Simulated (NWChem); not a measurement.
# C$_{2}$H$_{7}$O cation; SMILES [OH2+]CC

```xyz
10

C      0.2800    -1.2776     0.0000
C     -0.6073    -0.0758     0.0000
O      0.1964     1.2190     0.0000
H     -0.3734    -2.1651     0.0000
H      0.9072    -1.3419    -0.9018
H      0.9072    -1.3419     0.9018
H     -1.2308     0.0392     0.8957
H     -1.2308     0.0392    -0.8957
H      0.7484     1.3517    -0.7956
H      0.7484     1.3517     0.7956
```
Atoms are numbered in this order, from 1.

Results from NWChem. Structure relaxed at the PBE0/def2-SVP level. Level: B3LYP/def2-SVP with SMD (1 M gas to 1 M solution), gas-phase geometry. Reactions with the solvent are ignored.

```tsv
solvent	dielectric constant	solvation free energy (kcal/mol)	cavity-dispersion-structure term (kcal/mol)
water	78.4	-74.7	3.1
methanol	32.6	-76.3	0.0
N,N-dimethylformamide	37.2	-65.5	-0.6
2-propanol	19.3	___	-0.4
```

Task: Some entries are withheld; supply them.

Result: 
- 2-propanol, solvation free energy (kcal/mol): -74.0
